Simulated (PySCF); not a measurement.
**Relaxation of doublet AsHF**

Method: UPBE0 in PySCF with As def2-TZVP, H def2-TZVP, F def2-TZVP; no relativity; density-fitted integrals. A (50,194) grid was used.

A hand-made bent start, of Cs symmetry, held to at least that symmetry:

```xyz
3
charge 0 multiplicity 2, angstrom
As   -0.2900    0.0000   -0.2217
H    -1.5433    0.0000    0.6559
F     1.2254    0.0000    0.8394
```

Optimiser trace:
| step | E − E(last) (kJ/mol) | largest gradient (Eh/bohr) |
| --- | --- | --- |
| 0 | 31.72 | 0.04167 |
| 1 | 1.05 | 0.01198 |
| 2 | 0.43 | 0.00783 |
| 3 | 0.01 | 0.00115 |
| 4 | 0.00 | 0.00010 |
| 5 | 0.00 | 0.00002 |

It ends at Cs with As–F 1.747 Å, As–H 1.536 Å; F–As–H 94.2° (after a last refinement on a finer grid). A frequency run shows a minimum. Other isomers or separated fragments may lie lower.

Final geometry:
Coordinates in bohr (charge 0 multiplicity 2):
```
As   -0.4637    0.0000   -0.4671
H    -2.5772    0.0000    1.5226
F     1.9674    0.0000    1.7667
```

The relaxation took 6.1 s on 2 threads of a shared Intel Xeon 6975P-C (Granite Rapids) host, with 85 basis functions and 6 gradients; the process peaked at 0.5 GiB. Launch command: `OMP_NUM_THREADS=2 python axn.py task.json out`.
